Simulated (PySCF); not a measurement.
A single-point calculation

[Lu(NH3)2]3+ (singlet in the valence; each metal's 4f electrons, 14 of them, lie in its core potential, out of spins and levels). PySCF 2.14.0, RKS PBE0, Lu lcecp-1-SVP with ECP60, N def2-SVP, H def2-SVP; non-relativistic Hamiltonian with scalar-relativistic core potentials where named; density fitting; no spin-orbit coupling. Purpose: finer grid at the relaxed geometry.

```python
mol = gto.M(atom='''
Lu     0.82407    -0.76399    -0.00020
N     -0.13305     0.11945     1.88577
H      0.44657     0.81843     2.39947
H     -1.03638     0.62322     1.76204
H     -0.36029    -0.57095     2.63377
N     -0.12599     0.12472    -1.88655
H      0.37058    -0.09421    -2.77726
H     -1.10128    -0.17918    -2.09560
H     -0.20099     1.16338    -1.92144''',
    basis={'Lu': 'lcecp-1-SVP', 'N': 'def2-SVP', 'H': 'def2-SVP'},
    ecp={'Lu': 'lcecp-1-SVP'},
    charge=3, spin=0)
mf = dft.RKS(mol, xc='PBE0')
mf.grids.atom_grid = (75, 302)  # f atoms: unpruned, at least (60, 302)
mf = mf.density_fit()  # fitting sets: Lu AutoAux, N def2-universal-JKFIT, H def2-universal-JKFIT
mf.conv_tol = 1e-09; mf.max_cycle = 55
mf.kernel(dm0)  # dm0: converged density of the relaxed state
mf.nuc_grad_method().kernel()
```

Run from Python with OMP_NUM_THREADS=2; the lines above give its settings. Where DIIS fails, smearing, a level shift and second-order steps follow.
It took 10 s on 2 threads of Intel(R) Xeon(R) 6975P-C (Granite Rapids) (shared host), with gradient, populations and further properties, from an already converged density.

(1) Where do the frontier levels lie, over both spins?

(2) What does the SCF print?

(3) What are the Mulliken charges and spins?

(4) What forces act on the atoms (eV/Å)?

An lcecp potential fixes the number of 4f electrons, so in runs with it no electron can move into or out of that shell.

Answers

(1) HOMO -26.47 eV, LUMO -18.51 eV. The 4f levels lie in the core potential and are missing.

(2) 
```
init E= -151.707713609146
cycle= 1 E= -151.707713610103  delta_E= -9.57e-10  |g|= 3.23e-05  |ddm|= 0.000132
cycle= 2 E= -151.707713609899  delta_E= 2.04e-10  |g|= 4.5e-05  |ddm|= 6.15e-05
cycle= 3 E= -151.707713610345  delta_E= -4.46e-10  |g|= 9.25e-07  |ddm|= 3.47e-05
Extra cycle  E= -151.707713610346  delta_E= -6.25e-13  |g|= 4.79e-07  |ddm|= 1.68e-06
converged SCF energy = -151.707713610346
```

(3) 
| atom | charge (e) | spin (e) |
| --- | --- | --- |
| Lu1 | 2.037 | 0.000 |
| N2 | -0.368 | 0.000 |
| H3 | 0.284 | 0.000 |
| H4 | 0.281 | 0.000 |
| H5 | 0.284 | 0.000 |
| N6 | -0.366 | 0.000 |
| H7 | 0.284 | 0.000 |
| H8 | 0.283 | 0.000 |
| H9 | 0.281 | 0.000 |

(4) 
```
Lu   0.00  0.00  0.00
N    0.01  0.01  0.00
H   -0.01  0.00  0.00
H    0.01 -0.01  0.00
H    0.00 -0.01  0.01
N   -0.02  0.00  0.00
H    0.01  0.00  0.00
H    0.01  0.00  0.00
H    0.00  0.00  0.00
```
Forces carry noise of the integration grid, about 0.01 to 0.03 eV/Å.
